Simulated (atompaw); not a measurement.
Pseudopotential generation for rhodium (Rh): PAW (atompaw), PBE, scalar-relativistic.

The input file (atompaw 4.2.0.5):

```
Rh 45
GGA-PBE scalarrelativistic loggrid 1500 logderivrange -2 5 176
5 5 4 0 0 0
5 0 1
5 1 0
4 2 8
0 0 0
c
c
c
c
v
c
c
c
v
c
v
3
3.00 2.45 2.45 2.75
y
0.6
n
y
0.3
n
y
0.1
n
y
0.35
y
2.2
n
custom rrkj gramschmidtortho besselshape
4 1 troulliermartins
2.95
2.95
3.00
3.00
3.00
2.15
3.00
3.00
PWSCFOUT
UPFDX 0.0125d0 UPFXMIN -7.d0 UPFZMESH 45.d0
END
```

Command:

```bash
atompaw < Rh.input > Rh.log
```

Output (summary file):

```
Completed calculations for Rh (AE)

 Exchange-correlation type: GGA, Perdew-Burke-Ernzerhof

 Radial integration grid is logarithmic
 r0 =   1.9184428E-04 h =   8.6329924E-03   n =      1500 rmax =   8.0000000E+01

 Scalar relativistic calculation

 AEatom converged in  36 iterations
   nz     =  45.00
   delta  =       4.227365445375E-17

 All Electron Orbital energies:
  n  l      occupancy      energy
  1  0      2.0000000E+00 -1.6933289E+03
  2  0      2.0000000E+00 -2.4549044E+02
  3  0      2.0000000E+00 -4.3867843E+01
  4  0      2.0000000E+00 -6.0632685E+00
  5  0      1.0000000E+00 -3.1607122E-01
  2  1      6.0000000E+00 -2.2000447E+02
  3  1      6.0000000E+00 -3.5489185E+01
  4  1      6.0000000E+00 -3.7058718E+00
  5  1      0.0000000E+00 -6.2520348E-02
  3  2      1.0000000E+01 -2.2094058E+01
  4  2      8.0000000E+00 -4.3660622E-01

 Total energy
   Total                    :    -9568.23169253216111

 ---
 Completed calculations for Rh (SC)

 Exchange-correlation type: GGA, Perdew-Burke-Ernzerhof

 Radial integration grid is logarithmic
 r0 =   1.9184428E-04 h =   8.6329924E-03   n =      1500 rmax =   8.0000000E+01

 Scalar relativistic calculation

 SCatom converged in   4 iterations
   nz     =  45.00
   delta  =       2.043857545015E-15

 Valence Electron Orbital energies:
  n  l      occupancy      energy
   5  0      1.0000000E+00 -3.1607122E-01
   5  1      0.0000000E+00 -6.2520348E-02
   4  2      8.0000000E+00 -4.3660622E-01

 Total energy
   Total                    :    -9568.23169250238061
   Valence                  :     -308.74318735899965

 PAW parameters:
       lmax =            3
         rc =    3.0084594987461006
        irc =         1120
   rc_shape =    2.4666361050960783
    rc_vloc =    2.4666361050960783
    rc_core =    2.7596185938309823
   Vloc: Norm-conserving Troullier-Martins with l= 4;e=   1.0000E+00
   Projector type: RRKJ pseudization + Gram-Schmidt ortho.
   Bessel compensation charge shape zeroed at   2.4666E+00

 Number of basis functions     8
 No.   n  nodes  l      Energy         Cp coeff         Occ
  1    5    4    0   -0.3160712E+00  0.1000000E+01  0.1000000E+01
  2  999    5    0    0.6000000E+00  0.9407583E-02  0.0000000E+00
  3    5    3    1   -0.6252035E-01  0.1000000E+01  0.0000000E+00
  4  999    4    1    0.3000000E+00  0.2994011E-02  0.0000000E+00
  5    4    1    2   -0.4366062E+00  0.1000000E+01  0.8000000E+01
  6  999    2    2    0.1000000E+00  0.8414614E+00  0.0000000E+00
  7  999    0    3    0.3500000E+00  0.1000000E+01  0.0000000E+00
  8  999    1    3    0.2200000E+01 -0.1652893E+00  0.0000000E+00

 Eigenvalues of overlap operator (in the basis of projectors):
    1        8.33434597E-03
    2        3.55489613E-01
    3        7.34569231E-01
    4        8.37047451E-01
    5        1.17437464E+00
    6        1.05541550E+01
    7        1.68142451E+01
    8        4.50336699E+04

 Orbital leakage outside PAW augmentation regions
   orb  is_core?  %out_of_sphere
   1 0    T           0.00
   2 0    T          -0.00
   3 0    T          -0.00
   4 0    T           0.01
   5 0    F          52.99
   2 1    T           0.00
   3 1    T           0.00
   4 1    T           0.07
   5 1    F          85.45
   3 2    T           0.00
   4 2    F           5.77

 Summary of PAW energies
   Total valence energy     :   -308.74298808049667
   Smooth energy            :      7.21550047682119
   One center               :   -315.95848855731788
   Smooth kinetic           :      6.58658070011575
   Vloc energy              :     -1.42735571619087
   Smooth exch-corr         :     -2.23315299023063
   One-center xc            :   -274.75972318487334
```

The run took about 5.4 s on one core of a shared server CPU.
